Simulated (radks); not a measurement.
Task: The mean radii <r> (bohr) of the occupied orbitals of an atom or ion are listed with their occupations. Method: scalar-relativistic Kohn-Sham, SCAN, spin-unpolarised, spherical densities, finite nucleus; meta-GGA in the generalised Kohn-Sham scheme; Fermi nuclear charge, rms radius of each element as measured or else 0.836 A^(1/3) + 0.57 fm; computed with a radial shooting solver on a logarithmic mesh with Libxc functionals.

orbital  occ.      <r>
1s          2  0.01932
2s          2  0.08180
2p          6  0.07292
3s          2   0.2124
3p          6   0.2122
3d         10   0.1926
4s          2   0.4766
4p          6   0.5056
4d         10   0.5431
5s          2    1.121
5p          6    1.276
4f         12   0.6548

Name the element and its charge.

Result: Z = 71, lutetium, charge +5: Lu5+ in [Xe] 4f12. The 1s radius gives Z: for a bare nucleus <r> = (2 gamma + 1)/(2Z) with gamma = sqrt(1 - (Z/c)^2), 0.01909 bohr for Z = 71, and screening makes it slightly larger (0.01932 here). The occupations add up to 66, and the charge is Z minus that.
